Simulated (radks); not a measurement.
Results of a calculation; reference values are marked as such.
Question: Excited configurations of the silicon ion Si+: one electron is placed in a higher orbital outside [Ne] 3s2. The ground configuration is [Ne] 3s2 3p1. Code: a radial shooting solver on a logarithmic mesh with Libxc functionals. Model: scalar-relativistic Kohn-Sham, LDA (Slater exchange, Perdew-Wang correlation), spin-polarised, spherical densities, point nucleus; open shells are filled with parallel spins first. Excitation = E - E(ground); binding = E(ion) - E, where the ion is the core of charge +2; n* = 2/sqrt(2 binding) in atomic units, and the quantum defect is n - n*.

outer orbital  excitation (eV)  binding (eV)     n*  quantum defect  eigenvalue (eV)  <r> (bohr)
5d                      13.577         2.751  4.448           0.552           -2.174       14.06
6d                      14.440         1.888  5.370           0.630           -1.522       21.29
7s                      14.435         1.893  5.362           1.638           -1.554       22.68
7p                      14.639         1.689  5.677           1.323           -1.383       25.03

Estimate the row for 5p.

Answer: excitation (eV) 12.592; binding (eV) 3.735; n* 3.817; quantum defect 1.183; eigenvalue (eV) -2.978; <r> (bohr) 10.94. The Delta-SCF ionisation energy is 16.328 eV (NIST Atomic Spectra Database: 16.346 eV, measured). Self-interaction in the functional shifts the binding energies and quantum defects, so they are the method's values and not measured ones. Open shells are spherical and high-spin; term and fine-structure splittings are not resolved.
